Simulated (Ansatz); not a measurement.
A nudged elastic band was laid between two geometries of C₃H₁₀BFSi (16 atoms, charge 0, multiplicity 1).

Method: RKS B3LYP/6-31G* in Ansatz.

- movable images: 5
- climbing image: yes
- spring: 5.0 eV/Å²
- optimiser: quadratic models (default)
- start path: straight line
- force threshold: 0.03 eV/Å
- iteration limit: 60
- end points: relaxed

Initial state:

```xyz
16
Properties=species:S:1:pos:R:3
C 0.821 -2.346 -0.375
Si 0.494 -0.950 0.870
B -0.278 0.751 0.059
C -0.589 0.927 -1.474
C -0.578 1.957 1.018
F -0.267 1.735 2.366
H -0.100 -2.651 -0.885
H 1.540 -2.037 -1.143
H 1.231 -3.230 0.125
H 1.772 -0.616 1.569
H -0.445 -1.450 1.920
H 0.336 0.796 -2.056
H -1.033 1.888 -1.761
H -1.253 0.124 -1.827
H -0.028 2.853 0.683
H -1.647 2.227 0.954
```

Final state:

```xyz
16
Properties=species:S:1:pos:R:3
C 1.022 -2.257 -0.427
Si 0.739 -0.841 0.807
B -0.359 0.714 0.081
C -0.933 0.772 -1.383
C -0.638 1.929 1.033
F -0.070 1.825 2.310
H 1.563 -1.911 -1.315
H 1.611 -3.061 0.027
H 0.073 -2.690 -0.763
H 2.065 -0.328 1.266
H 0.053 -1.385 2.018
H -0.089 0.803 -2.091
H -1.582 1.628 -1.604
H -1.475 -0.149 -1.640
H -0.275 2.864 0.574
H -1.727 2.063 1.154
```

**Question.** What changes between the two ends?

**Answer.** No bond is made or broken. The dihedral H7–C1–Si2–B3 goes from -60 to 61°.

**Question.** Give the energies along the band, and the barrier.

**Answer.** The forces met the threshold. The highest image is number 3 of 0 to 6, 0.057 eV above the ends, which have the same energy within 2 meV. Another band between the same ends (5 images) ends at a top of the same energy, where a vibrational analysis finds 1 clearly imaginary mode.

```csv
image,path coordinate (Å),energy (eV),dihedral H7–C1–Si2–B3 (°)
0,0.00,0.000,-60
1,0.61,0.011,-42
2,1.22,0.041,-21
3,1.83,0.057,0
4,2.45,0.040,22
5,3.08,0.010,43
6,3.70,0.000,61
```

**Question.** What is the geometry of the highest image?

**Answer.** 
```xyz
16
Properties=species:S:1:pos:R:3
C 0.911 -2.318 -0.400
Si 0.623 -0.897 0.840
B -0.324 0.734 0.070
C -0.763 0.856 -1.436
C -0.612 1.944 1.028
F -0.151 1.783 2.341
H 0.523 -2.077 -1.396
H 1.978 -2.539 -0.507
H 0.416 -3.237 -0.068
H 1.936 -0.461 1.405
H -0.176 -1.404 1.996
H 0.147 0.891 -2.056
H -1.364 1.740 -1.685
H -1.300 -0.038 -1.778
H -0.170 2.870 0.622
H -1.700 2.130 1.068
```

The band took 10 iterations and roughly 5 core-minutes.

Time of the run: 2.7 min on 2 threads of AMD EPYC 7R43 64-Core Processor (Zen 3), on a shared host, peak memory 0.28 GiB.
